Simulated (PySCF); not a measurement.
**Fractional electron number in Ge⁺ (germanium, charge +1)**

The 4p alpha orbital of [Ar] 3d10 4s2 4p1 is emptied in steps (occupation f), with all orbitals relaxed, ending at [Ar] 3d10 4s2. Computed with PySCF 2.14 in aug-cc-pVDZ-PP with ECP10MDF, with a scalar-relativistic core potential. The exact energy is a straight line in f; departures are measured from the line between the end points of the same method.

| f | UHF (eV) | LDA (eV) | PBE (eV) | PBE0 (eV) | r2SCAN (eV) | LC-wPBE (eV) | BHandHLYP (eV) | wB97X (eV) | M06-2X (eV) | B3LYP (eV) |
| --- | --- | --- | --- | --- | --- | --- | --- | --- | --- | --- |
| 1 | 0.000 | 0.000 | 0.000 | 0.000 | 0.000 | 0.000 | 0.000 | 0.000 | 0.000 | 0.000 |
| 0.9 | 0.028 | -0.376 | -0.365 | -0.267 | -0.348 | -0.035 | -0.181 | -0.064 | -0.174 | -0.297 |
| 0.7 | 0.064 | -0.880 | -0.852 | -0.622 | -0.808 | -0.077 | -0.421 | -0.152 | -0.401 | -0.695 |
| 0.5 | 0.075 | -1.050 | -1.013 | -0.737 | -0.950 | -0.087 | -0.501 | -0.184 | -0.465 | -0.827 |
| 0.3 | 0.063 | -0.882 | -0.848 | -0.615 | -0.783 | -0.067 | -0.420 | -0.159 | -0.368 | -0.694 |
| 0.1 | 0.026 | -0.377 | -0.361 | -0.261 | -0.324 | -0.026 | -0.180 | -0.070 | -0.149 | -0.296 |
| 0 | 0.000 | 0.000 | 0.000 | 0.000 | 0.000 | 0.000 | 0.000 | 0.000 | 0.000 | 0.000 |

For r2SCAN, how does the orbital energy at f = 1 compare with the removal energy?

−ε = 12.031 eV against a total-energy difference of 15.909 eV. By Janak's theorem ε = ∂E/∂f, so the gap between them reflects the curvature. Along the path −ε is 12.821 (f = 0.9), 14.405 (f = 0.7), 15.978 (f = 0.5), 17.499 (f = 0.3), 18.869 (f = 0.1) eV.

```json
{"method": "UHF", "E(f=0) − E(f=1) (eV)": "15.220", "−ε at f=1 (eV)": "15.533", "−ε at f=0.5 (eV)": "15.216"}
{"method": "LDA", "E(f=0) − E(f=1) (eV)": "15.796", "−ε at f=1 (eV)": "11.630", "−ε at f=0.5 (eV)": "15.789"}
{"method": "PBE", "E(f=0) − E(f=1) (eV)": "15.692", "−ε at f=1 (eV)": "11.640", "−ε at f=0.5 (eV)": "15.704"}
{"method": "PBE0", "E(f=0) − E(f=1) (eV)": "15.736", "−ε at f=1 (eV)": "12.761", "−ε at f=0.5 (eV)": "15.758"}
{"method": "r2SCAN", "E(f=0) − E(f=1) (eV)": "15.909", "−ε at f=1 (eV)": "12.031", "−ε at f=0.5 (eV)": "15.978"}
{"method": "LC-wPBE", "E(f=0) − E(f=1) (eV)": "15.862", "−ε at f=1 (eV)": "15.470", "−ε at f=0.5 (eV)": "15.891"}
{"method": "BHandHLYP", "E(f=0) − E(f=1) (eV)": "15.678", "−ε at f=1 (eV)": "13.671", "−ε at f=0.5 (eV)": "15.682"}
{"method": "wB97X", "E(f=0) − E(f=1) (eV)": "15.580", "−ε at f=1 (eV)": "14.869", "−ε at f=0.5 (eV)": "15.561"}
{"method": "M06-2X", "E(f=0) − E(f=1) (eV)": "15.534", "−ε at f=1 (eV)": "13.592", "−ε at f=0.5 (eV)": "15.629"}
{"method": "B3LYP", "E(f=0) − E(f=1) (eV)": "15.777", "−ε at f=1 (eV)": "12.475", "−ε at f=0.5 (eV)": "15.781"}
```

Reference removal energy between the ground levels: 15.935 eV (measured; NIST Atomic Spectra Database, ionization energies). The calculation has no spin-orbit coupling. UHF lacks correlation.
